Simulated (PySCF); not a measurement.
First SCF of a structure search on singlet H4RuO, at a hand-made square pyramidal (ligand arrangement 1) geometry. PySCF input:

```python
from pyscf import gto, scf, dft
mol = gto.M(atom='''
Ru     0.000000     0.000000     0.000000
O     -0.000000    -1.672600    -0.355500
H      0.000000     0.000000     1.570000
H      1.535700     0.000000    -0.326400
H      0.000000     1.535700    -0.326400
H     -1.535700     0.000000    -0.326400''',
    basis={'Ru': 'def2-TZVP', 'O': 'def2-TZVP', 'H': 'def2-TZVP'},
    ecp={'Ru': 'def2-TZVP'},
    charge=0, spin=0)
mf = dft.RKS(mol, xc='PBE0')
mf.grids.atom_grid = (50, 194)
aux = {'Ru': 'def2-universal-JKFIT', 'O': 'def2-universal-JKFIT', 'H': 'def2-universal-JKFIT'}
mf = mf.density_fit(auxbasis=aux)
mf.conv_tol = 1e-08
mf.diis_space = 10
mf.max_cycle = 60
mf.init_guess = 'minao'
mf.verbose = 4
mf.kernel()
```

Excerpt of the output (cycles and frontier levels):

```
init E= -164.325274846045
  HOMO = -0.601941491002556  LUMO = -0.554346565208785  gap/eV = 1.29512
cycle= 1 E= -171.574730251866  delta_E= -7.25  |g|= 1.73  |ddm|=  4.2
  HOMO = 0.0264123546939669  LUMO = 0.0337496835242892  gap/eV = 0.19966
cycle= 2 E= -167.768830046499  delta_E= 3.81  |g|= 4.27  |ddm|= 5.03
  HOMO = -0.255522662392604  LUMO = -0.194723794772084  gap/eV = 1.65442
cycle= 3 E= -172.180568920828  delta_E= -4.41  |g|= 0.736  |ddm|= 4.45
  HOMO = -0.272043703344274  LUMO = -0.15514780702033  gap/eV = 3.18090
cycle= 4 E= -171.726513172243  delta_E= 0.454  |g|= 1.69  |ddm|= 0.866
  HOMO = -0.255542715194185  LUMO = -0.153686964063405  gap/eV = 2.77164
cycle= 5 E= -172.270758125308  delta_E= -0.544  |g|= 0.142  |ddm|= 0.679
  HOMO = -0.276174520690162  LUMO = -0.167490816123758  gap/eV = 2.95743
cycle= 6 E= -172.274069374215  delta_E= -0.00331  |g|= 0.0702  |ddm|= 0.115
  HOMO = -0.27790868052098  LUMO = -0.169681251463746  gap/eV = 2.94502
cycle= 7 E= -172.275054708634  delta_E= -0.000985  |g|= 0.0269  |ddm|= 0.0427
  HOMO = -0.27792516663715  LUMO = -0.170281708337693  gap/eV = 2.92913
cycle= 8 E= -172.275249238454  delta_E= -0.000195  |g|= 0.00728  |ddm|= 0.0229
  HOMO = -0.278505970879035  LUMO = -0.170909216954785  gap/eV = 2.92786
cycle= 9 E= -172.275266998687  delta_E= -1.78e-05  |g|= 0.000944  |ddm|= 0.00945
  HOMO = -0.278532743119271  LUMO = -0.171006963012027  gap/eV = 2.92593
cycle= 10 E= -172.275268693709  delta_E= -1.7e-06  |g|= 0.000941  |ddm|= 0.00428
  HOMO = -0.278522457131483  LUMO = -0.171043186688806  gap/eV = 2.92466
cycle= 11 E= -172.275269081044  delta_E= -3.87e-07  |g|= 0.000363  |ddm|= 0.00185
  HOMO = -0.278532602829781  LUMO = -0.171076270921862  gap/eV = 2.92404
cycle= 12 E= -172.275269119255  delta_E= -3.82e-08  |g|= 3.97e-05  |ddm|= 0.000474
  HOMO = -0.278536620824585  LUMO = -0.171079348737305  gap/eV = 2.92406
cycle= 13 E= -172.275269119963  delta_E= -7.08e-10  |g|= 1.99e-05  |ddm|= 6.3e-05
  HOMO = -0.278532872501479  LUMO = -0.171075769159569  gap/eV = 2.92406
Extra cycle  E= -172.275269119588  delta_E= 3.75e-10  |g|= 4.77e-05  |ddm|= 4.62e-05
converged SCF energy = -172.275269119588
```

No lower solution of this spin was found from smeared starts or by a stability analysis within the restricted form, which does not test spin polarisation.

The search for the lowest solution, 3 starts and the stability check together, took 6.2 s on 4 threads of a shared Arm Neoverse V2 host, with 95 basis functions; the process peaked at 0.58 GiB. Launch command: `OMP_NUM_THREADS=4 python axn.py task.json out`.
